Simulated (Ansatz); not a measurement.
**Worked example: GaH(CH3)2 + C2H8MgN2 → GaH(CH3)(NH2) + C3H9MgN**

Species: GaH(CH3)2, singlet; C2H8MgN2 `C[N](C)[Mg][NH2]`, singlet; GaH(CH3)(NH2), singlet; C3H9MgN `[CH3][Mg][N](C)C`, singlet. The partners trade CH3 for NH2: Ga–CH3 and Mg–NH2 bonds give way to Ga–NH2 and Mg–CH3.

Shapes, held fixed at every level: PBE0-D4/def2-TZVP. Programs: Ansatz 0.2.0. Electronic energies: no zero-point or thermal term.

At CCSD(T)/def2-TZVPP; 1 Eh = 2625.50 kJ/mol:

| species | energy (Eh) |
| --- | --- |
| GaH(CH3)2 | -2003.735117 |
| C2H8MgN2 | -390.056215 |
| GaH(CH3)(NH2) | -2019.799443 |
| C3H9MgN | -373.990914 |

Task: Work out ΔE of the reaction at this level.

Result: 
1. Products less reactants: (-2019.799443) + (-373.990914) − [(-2003.735117) + (-390.056215)] = 0.000975 Eh = +2.6 kJ/mol.

Other levels give +0.3 (CCSD(T)/def2-SVP) to +6.9 kJ/mol (HF/def2-TZVPP). No measured value is set beside it here. Relativity is left out for Ga. Outer-core shells of Ga, Mg are correlated, in sets that cover them unevenly. That is about zero within the method's error.
